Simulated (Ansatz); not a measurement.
Basis sets compared for (I2Ga-mu-OH)2 (Ga₂I₄O₂H₂). Charge 0, multiplicity 1. Geometry PBE-D4/def2-SVP. Ansatz on 2 threads of AMD EPYC 7R13 on a shared host and a share (18 GiB) of an NVIDIA H100 80GB HBM3; times are rough, and most runs start from earlier orbitals.

Cartesian coordinates in Å:
```
Ga 0.018 -1.373 0.591
I -1.879 -2.895 1.137
I 2.427 -1.969 0.985
O -0.325 0.475 1.172
Ga -0.285 1.342 -0.594
I -2.471 2.393 -1.171
I 1.931 2.471 -0.953
O -0.189 -0.535 -1.176
H 0.277 0.838 1.850
H 0.496 -0.748 -1.841
```

In the def2 sets I takes a core potential; there is no spin–orbit coupling.

Binding counts from free atoms (Ga doublet, I doublet, O triplet, H doublet) in the same basis, without a counterpoise term.

```
           level  functions  energy (Eh)  HOMO (eV)  LUMO (eV)  binding per atom (eV)  wall time
 PBE-D4/def2-SVP        206   -5191.1325      -6.45      -2.90                   3.12      5.5 s
PBE0-D4/def2-SVP        206   -5191.3204      -7.63      -2.10                   3.05       13 s
```

Task: Estimate the rows for PBE-D4/def2-TZVP, PBE0-D4/def2-TZVP (with forces).

Result: 
```
                          level  functions  energy (Eh)  HOMO (eV)  LUMO (eV)  binding per atom (eV)  wall time
               PBE-D4/def2-TZVP        370   -5191.8463      -6.55      -2.99                   3.09      4.1 s
PBE0-D4/def2-TZVP (with forces)        370   -5192.0298      -7.68      -2.17                   3.03       10 s
```
